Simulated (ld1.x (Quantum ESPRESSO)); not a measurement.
aluminium, TM: configuration errors across variants

ld1.x (Quantum ESPRESSO) 7.5 input, shortened:

```
&input
   title='Al', zed=13., rel=1, dft='PBE', iswitch=3,
   config='[Ne] 3s2 3p1'
 /
 &inputp
   pseudotype=2, tm=.true., lloc=0,
   nlcc=.true., new_core_ps=.true.
 /
2
3P  2  1   1.00   0.00  1.75  1.75  0.0
3S  1  0   2.00   0.00  2.25  2.25  0.0
 &test
   configts(1)='3s2 3p1'
 /
```

All-electron excitation energies from the reference (eV): (1) 3s2 3p0 5.761; (2) 3s1 3p0 24.987; (3) 3s2 3p0.5 2.086; (4) 3s1 3p1 11.571; (5) 3s2 3p1.3 -0.575; (6) 3s1 3p2 5.139; (7) 3s0 3p3 10.451.

The default core radius of the base comes out at 1.31 bohr.

3 further variants failed, have other tests or another functional or relativity, and are left out.

Errors AE − PS in meV (a dash: test not solved or not reliable):

| change | (1) | (2) | (3) | (4) | (5) | (6) | (7) | bound ghosts |
| --- | --- | --- | --- | --- | --- | --- | --- | --- |
| base | +1.7 | +9.5 | +0.4 | +5.4 | +0.1 | -1.6 | -5.2 | none |
| wave 3p (bound): rc 1.75 bohr becomes 3p (bound): rc 2.40 bohr | +1.6 | +12 | +0.3 | +3.5 | +0.1 | -3.6 | -15 | none |
| local potential all-electron potential smoothed inside 1.90 bohr (lloc = -1) | +2.0 | +13 | +0.3 | +3.3 | +0.1 | -2.0 | -8.9 | none |
| core correction Bessel-smoothed model core inside 1.82 bohr | +1.8 | +37 | +0.4 | +12 | +0.1 | +2.1 | +13 | none |
| all radii but the core radius scaled by about 1.27 (s 2.86, p 2.22 bohr) | +5.8 | +8.3 | +1.1 | -6.0 | +0.2 | -19 | -85 | none |

Question: Give the same row for: wave 3s (bound): rc 2.25 bohr becomes 3s (bound): rc 3.36 bohr.

Answer: +14, +5.0, +2.7, -15, +0.5, -33, -146; bound ghosts: none.
